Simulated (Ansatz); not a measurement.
Geometry optimisation, Ansatz 0.2.0, DFT PBE, scalar-relativistic, plane waves, PAW.

Input file:

```yaml
accuracy: low
crystal:
  lattice:
    - [4.58, 0.0, 0.0]
    - [2.29, 3.966396, 0.0]
    - [0.0, 0.0, 17.382645]
  atoms:
    - { symbol: Be, position: [-0.1666667, 0.3333333, 0.0575286] }
    - { symbol: Be, position: [0.3333333, 0.3333333, 0.0575286] }
    - { symbol: Be, position: [-0.1666667, 0.8333333, 0.0575286] }
    - { symbol: Be, position: [0.3333333, 0.8333333, 0.0575286] }
    - { symbol: Be, position: [0.0, 0.0, 0.1607474] }
    - { symbol: Be, position: [0.5, 0.0, 0.1607474] }
    - { symbol: Be, position: [0.0, 0.5, 0.1607474] }
    - { symbol: Be, position: [0.5, 0.5, 0.1607474] }
    - { symbol: Be, position: [-0.1666667, 0.3333333, 0.2639662] }
    - { symbol: Be, position: [0.3333333, 0.3333333, 0.2639662] }
    - { symbol: Be, position: [-0.1666667, 0.8333333, 0.2639662] }
    - { symbol: Be, position: [0.3333333, 0.8333333, 0.2639662] }
    - { symbol: Be, position: [0.0, 0.0, 0.3671849] }
    - { symbol: Be, position: [0.5, 0.0, 0.3671849] }
    - { symbol: Be, position: [0.0, 0.5, 0.3671849] }
    - { symbol: Be, position: [0.5, 0.5, 0.3671849] }
    - { symbol: P, position: [0.0028095, 0.4815574, 0.4856939] }
basis:
  ecutwfc: 420.0
kpoints:
  mp_grid: { grid: [3, 3, 1] }
hamiltonian:
  xc: pbe
scf:
  occupations: { method: fermi_dirac, width: 0.15 }
  lower_state_search: "off"
relax:
  f_tol: 0.08
  max_steps: 25
  adjacent_minimum: "off"
  constraints: [{ sites: [0, 1, 2, 3] }]
output:
  write_density: true
  write_potential: true
  elf: true
  volumetric_format: npy
```

Launched with:

```bash
$ ansatz run input.yaml --threads 1 --pin off --max-ram 3072MiB --backend cpu --events-out ev --progress --plain --runs-dir out
```

Question: Where does it end, and by what steps?

Answer: It converged. The threshold is loose, so the end isn't yet a minimum. The force dipped under the threshold on the way, but the program's further checks kept it going. Limits of this set-up: coarse k mesh, thin slab, slab without dipole correction, odd electron count without spin, low accuracy level. After 9 steps the energy has fallen by 1.472 eV; P17 moved furthest, 1.35 Å. Joined: Be13–P17, Be16–P17.

```json
{"step": "0", "energy less start (eV)": "0.0000", "largest force component (eV/Å)": "1.589", "accepted": "yes"}
{"step": "1", "energy less start (eV)": "-0.4049", "largest force component (eV/Å)": "0.872", "accepted": "yes"}
{"step": "2", "energy less start (eV)": "-0.7096", "largest force component (eV/Å)": "0.756", "accepted": "yes"}
{"step": "3", "energy less start (eV)": "-0.9515", "largest force component (eV/Å)": "0.782", "accepted": "yes"}
{"step": "4", "energy less start (eV)": "-1.1391", "largest force component (eV/Å)": "0.496", "accepted": "yes"}
{"step": "5", "energy less start (eV)": "-1.2998", "largest force component (eV/Å)": "0.438", "accepted": "yes"}
{"step": "6", "energy less start (eV)": "-1.4052", "largest force component (eV/Å)": "0.256", "accepted": "yes"}
{"step": "7", "energy less start (eV)": "-1.4485", "largest force component (eV/Å)": "0.085", "accepted": "yes"}
{"step": "8", "energy less start (eV)": "-1.4653", "largest force component (eV/Å)": "0.033", "accepted": "yes"}
{"step": "9", "energy less start (eV)": "-1.4718", "largest force component (eV/Å)": "0.070", "accepted": "yes"}
```

```xyz
17
Lattice="4.5800 0.0000 0.0000 2.2900 3.9664 0.0000 0.0000 0.0000 17.3826" Properties=species:S:1:pos:R:3
Be 0.000 1.322 1.000
Be 2.290 1.322 1.000
Be 1.145 3.305 1.000
Be 3.435 3.305 1.000
Be 0.001 -0.005 2.836
Be 2.289 -0.001 2.875
Be 1.148 1.981 2.840
Be 3.434 1.981 2.841
Be -0.001 1.317 4.534
Be 2.290 1.292 4.638
Be 1.117 3.313 4.635
Be 3.458 3.313 4.633
Be -0.003 -0.020 6.375
Be 2.286 -0.004 6.511
Be 1.151 1.986 6.390
Be 3.424 1.983 6.388
P -0.018 1.309 8.022
```

Whether the end is a true minimum wasn't checked by a vibrational analysis.

The run took 48 s on 1 thread of Arm Neoverse V2 (shared host), peak memory 0.43 GiB.
